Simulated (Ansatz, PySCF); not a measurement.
GaF3, SMILES [F][Ga]([F])[F]. Atoms are numbered in the order given.

```xyz
4

Ga     0.0000     0.0000     0.0000
F     -1.7273     0.0000     0.0000
F      0.8637     1.4960     0.0000
F      0.8637    -1.4960     0.0000
```

The structure is a stationary point at PBE0-D3(BJ)/def2-SVP. The isomer is the one that the SMILES or the coordinates give; other isomers of the formula were not compared.

Two levels are set side by side: PBE-D3(BJ)/def2-SVP (Ansatz, a first-principles code) and PBE0-D3(BJ)/def2-SVP (Ansatz). Each level has its own optimised geometry; the coordinates shown are those of the second. Frequencies come from the Hessian of PySCF at each geometry. Differences are taken from unrounded values.

| quantity | PBE0-D3(BJ) |
|---|---|
| mean bond length (Å) | 1.727 |
| bond Ga1–F2 (Å) | 1.727 |
| bond Ga1–F3 (Å) | 1.727 |
| bond Ga1–F4 (Å) | 1.727 |
| highest harmonic wavenumber (cm⁻¹) | 777 |
| mean harmonic wavenumber (cm⁻¹) | 469 |
| zero-point energy (kcal/mol) | 4.02 |

Q: What does PBE-D3(BJ) give, and how far is it from PBE0-D3(BJ)? (Estimate from the structure and the level; the computed values follow.)

A: 
| quantity | PBE-D3(BJ) | PBE-D3(BJ) minus PBE0-D3(BJ) |
|---|---|---|
| mean bond length (Å) | 1.746 | 0.019 |
| bond Ga1–F2 (Å) | 1.746 | 0.019 |
| bond Ga1–F3 (Å) | 1.746 | 0.019 |
| bond Ga1–F4 (Å) | 1.746 | 0.019 |
| highest harmonic wavenumber (cm⁻¹) | 741 | -36 |
| mean harmonic wavenumber (cm⁻¹) | 445 | -23 |
| zero-point energy (kcal/mol) | 3.82 | -0.20 |

Exact exchange shortens and stiffens bonds; PBE has none. Differences between two approximate levels are no errors against the true value.
